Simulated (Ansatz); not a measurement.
Abridged output of a molecular run in Ansatz:

```
Functional definition: HF
1508 factors; integrals over basis functions are off by at most 9.7e-4 eV
mean field evaluation 1: about -79919.1514 eV, gradient 3.7e1 eV
mean field evaluation 2: about -79919.3143 eV, gradient 3.7e1 eV
mean field evaluation 4: about -79922.4787 eV, gradient 4.1e0 eV
mean field evaluation 8: about -79922.5285 eV, gradient 2.8e-1 eV
mean field -79922.52884138 eV, -2937.0987614850 hartree, gradient 3.7e-6 eV, S^2 0.000000; 0 other end points of the search recorded, 0 dependent functions left out
21 core orbitals not correlated: weight in the atoms' cores, before any rotation towards them, 1.000 or more for the frozen orbitals, at most 0.000 for the correlated occupied ones
reference -79922.52884138 eV, -2937.0987614850 hartree; 20, 20 occupied and 209, 209 virtual orbitals, 1508 factors
second order -26.68415069 eV of doubles, -0.00000000 eV of singles
cycle   1  -27.01407196 eV  change   -3.3e-1 eV  update   1.1e-1
cycle   2  -27.69209032 eV  change   -6.8e-1 eV  update   3.2e-2
cycle   3  -27.81936040 eV  change   -1.3e-1 eV  update   1.7e-2
cycle   4  -27.80581743 eV  change    1.4e-2 eV  update   4.4e-3
cycle   5  -27.80412235 eV  change    1.7e-3 eV  update   2.4e-3
cycle   6  -27.80465228 eV  change   -5.3e-4 eV  update   8.1e-4
cycle   7  -27.80452553 eV  change    1.3e-4 eV  update   3.6e-4
cycle   8  -27.80454676 eV  change   -2.1e-5 eV  update   9.1e-5
cycle   9  -27.80458010 eV  change   -3.3e-5 eV  update   3.0e-5
perturbative correction -1.17249434 eV, -0.0430883723 hartree
Total energy: -79951.50591582 eV, -2938.1636493293 hartree
```

Its atoms:

Z-matrix (Å, degrees):
```
C
N 1 1.446
H 1 1.091 2 109.9
H 1 1.096 2 111.9 3 -119.2
H 1 1.096 2 111.9 3 119.3
Ga 2 1.792 1 126.9 3 -0.2
H 2 1.007 1 114.7 3 179.8
Cl 6 2.125 2 120.7 1 180.0
Cl 6 2.127 2 120.0 1 0.0
```

Task: Which basis set was used?
A. def2-TZVPP
B. cc-pV(Q+d)Z
C. def2-SVPD
D. def2-QZVPP

Result: A. It gives 250 functions.

Task: Write the keys of the input that set method, charge and spin (a neutral closed shell needs none for the last two).

Result: 
```yaml
correlation: {method: ccsd_t}
```
